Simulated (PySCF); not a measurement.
**Radial density of Dy (dysprosium, neutral)**

UHF, [Xe] 4f9 5d1 6s2, one real determinant (an excited configuration). All numbers are calculated (PySCF 2.14, scalar relativity by spin-free X2C-1e, in x2c-TZVPPall with one added diffuse shell each of s, p, d, f type (12s8p8d5f2g, 129 functions)).

```
r (bohr)  4πr²ρ (e/bohr)  4πr²(ρα − ρβ)
  0.0253           78.09         0.0030
  0.0426           95.30         0.0060
  0.0716           116.1         0.0096
   0.120           88.36         0.1184
   0.203           101.4         1.0560
   0.341           45.67         4.4506
   0.573           51.04         6.6897
   0.964           16.95         3.4604
    1.62           6.983         0.9149
    2.73           1.335         0.3217
    4.59          0.5203         0.0733
    7.71         0.05317        -0.0076
    13.0       0.0002901        -0.0001
```

Densities and radii are taken from the X2C orbitals without a picture-change correction, which distorts them close to the nucleus.

⟨L²⟩ = 30.30 against 56 for a pure K term, so this real determinant mixes terms. Spin-orbit coupling, absent here, splits the open shell strongly. ⟨S²⟩ = 12.09 against 12.00 shows spin contamination.

Where is the radial spin density 4πr²(ρα − ρβ) most negative, and why is it negative at all?

Around r = 7.71 bohr, down to -0.0076 e/bohr: exchange with the open shell polarises the paired shells in an unrestricted calculation.
